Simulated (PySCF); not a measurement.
**Bonding in `C#C[C@@H]1C=C[SiH2][Si@H]1O[SiH3]`**

Compound: C5H10OSi3.
Numbering: `[CH:1]#[C:2][C@@H:3]1[CH:4]=[CH:5][SiH2:6][Si@H:7]1[O:8][SiH3:9]` (hydrogens: H10 on C1; H11 on C3; H12 on C4; H13 on C5; H14, H15 on Si6; H16 on Si7; H17, H18, H19 on Si9)

Structure used (GFN2-xTB), in Å, numbered top down from 1:
```
atom  x, y, z in Å
C1    -1.0142    0.3204   -3.4019
C2    -0.5461    0.0096   -2.3441
C3    -0.0369   -0.3790   -1.0494
C4    -0.9311   -1.4638   -0.5064
C5    -1.6845   -1.3305    0.5810
Si6   -1.5982    0.2829    1.5588
Si7    0.0379    1.1204    0.1772
O8     1.5212    1.1551    0.8589
Si9    2.7790    0.5350    1.6690
H10   -1.4020    0.6001   -4.3354
H11    0.9691   -0.7916   -1.1995
H12   -0.9476   -2.3767   -1.0948
H13   -2.3144   -2.1566    0.8839
H14   -1.2962   -0.0036    2.9709
H15   -2.8992    0.9666    1.5337
H16    0.0221    2.3836   -0.5603
H17    3.3030   -0.6026    0.9117
H18    3.7335    1.6358    1.7472
H19    2.2949    0.1040    2.9804
```

Bond orders from the PBE0/pcSseg-1 density (PySCF). One conformer (not necessarily the lowest) at the GFN2-xTB geometry, without solvent, vibrations or thermal averaging.

Question: How far do the computed orders between heavy atoms stray from the drawn ones?

Answer: The largest departure is 0.472, at C1–C2 (drawn triple, 2.528). Drawn single, order below 0.88: Si7–C3 (0.756). Drawn double or triple, more than 0.30 short of the drawn order: C1–C2 (2.528).

Question: Give the Mayer order of every bond, beside its length.

Answer: 
```csv
bond,drawn as,length (Å),Mayer order
C1–C2,triple,1.198,2.528
C2–C3,single,1.445,0.990
C3–C4,single,1.507,1.043
C4–C5,double,1.330,1.916
C5–Si6,single,1.889,0.889
Si6–Si7,single,2.299,0.924
Si7–O8,single,1.633,0.894
O8–Si9,single,1.620,0.936
Si7–C3,single,1.939,0.756
C1–H10,single,1.049,1.151
C3–H11,single,1.098,0.904
C4–H12,single,1.086,0.955
C5–H13,single,1.082,0.938
Si6–H14,single,1.472,0.938
Si6–H15,single,1.470,0.926
Si7–H16,single,1.463,0.930
Si9–H17,single,1.464,0.922
Si9–H18,single,1.459,0.933
Si9–H19,single,1.463,0.925
```

Bonds between the same two heavy elements. C–C: lowest C2–C3 (0.990, 1.445 Å), highest C1–C2 (2.528, 1.198 Å); in 1 of the 6 pairs the longer bond (by over 0.003 Å) has the higher order (by 0.02 or more). C–Si: lowest Si7–C3 (0.756, 1.939 Å), highest C5–Si6 (0.889, 1.889 Å). O–Si: lowest Si7–O8 (0.894, 1.633 Å), highest O8–Si9 (0.936, 1.620 Å).

Question: Sum the orders of all bonds at each heavy atom with more than one neighbour and set the sums beside the valence in the SMILES.

Answer: C1 3.679 (drawn 4), C2 3.518 (drawn 4), C3 3.693 (drawn 4), C4 3.914 (drawn 4), C5 3.743 (drawn 4), Si6 3.677 (drawn 4), Si7 3.504 (drawn 4), O8 1.830 (drawn 2), Si9 3.716 (drawn 4). Orders between atoms that aren't bonded are not in these sums.

For a closed shell the Mayer order of atoms A and B is Σ (PS)μν (PS)νμ over the basis functions μ on A and ν on B, with P the density and S the overlap matrix.
